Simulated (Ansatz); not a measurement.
Basis-set extrapolation for C6H7NO (`Cc1cc(O)ccn1`) (PBE0-D4/def2-TZVP geometry, frozen core, Ansatz 0.2.0). Multiplicity 1, RHF reference.

```json
{"": "HF", "def2-TZVPP": "-360.737625", "def2-QZVPP": "-360.753178"}
{"": "MP2 correlation", "def2-TZVPP": "-1.386597", "def2-QZVPP": "-1.480292"}
{"": "CCSD(T) correlation", "def2-TZVPP": "-1.482338", "def2-QZVPP": "not run"}
```

Energies in hartree. Use E(X) = E(∞) + A·exp(−7.88·√X) for Hartree–Fock and E(X) = E(∞) + B·X^(−2.97) for correlation, with X = 3 and 4, and add CCSD(T) minus MP2 of the smaller set to the MP2 limit.

What is the CCSD(T) energy at the basis-set limit?

HF limit: -360.753178 + (-0.015553) × 0.13774 = -360.75532. MP2 limit: -1.480292 + (-0.093695) × 0.74074 = -1.54970. Higher-order term: -1.482338 − (-1.386597) = -0.09574. Total: -362.40076 hartree, 474.7 kJ/mol below CCSD(T)/def2-TZVPP.
